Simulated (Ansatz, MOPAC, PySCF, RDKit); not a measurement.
Complex: CH5N (SMILES CN) (first 7 atoms) with CH4S (SMILES CS); geometry from B3LYP-D3(BJ)/def2-TZVP, rigid monomers moved along the line of their centres of mass till N2···H13 is 1.95 Å.
(charge 0, multiplicity 1):
```csv
atom,x (Å),y (Å),z (Å)
C,0.4179,0.3904,0.4630
N,-0.3624,-0.8173,0.7383
H,1.4249,0.2622,0.8616
H,-0.0348,1.2331,0.9871
H,0.5030,0.6492,-0.5993
H,0.0695,-1.6356,0.3269
H,-1.2953,-0.7431,0.3505
C,1.1730,0.0824,4.0673
S,-0.6344,-0.0999,3.9135
H,1.5611,0.8006,3.3470
H,1.3700,0.4536,5.0716
H,1.6758,-0.8751,3.9442
H,-0.6278,-0.5946,2.6522
```

Monomers are frozen at their geometry in the pair; levels with a basis set take the counterpoise correction. Rows marked so take none.

Rows in 6-31G* carry no dispersion term and start afresh at each structure (6-31G* with six Cartesian d functions). The state that AM1 reach isn't checked.

Run with Ansatz (a program for electronic structure); MOPAC for AM1 (differences of heats of formation); PySCF for 6-31G* rows, the dispersion terms; RDKit for the force fields. 

Q: One of these levels gives 2.13 kcal/mol for the interaction energy. Which one is it?
(A) PBE-D3(BJ)/def2-TZVPPD
(B) MMFF94
(C) AM1
(D) HF/6-31G* (no counterpoise)

A: C, AM1. The others give -1.76 (MMFF94), 0.18 (HF/6-31G* (no counterpoise)), -4.45 (PBE-D3(BJ)/def2-TZVPPD)
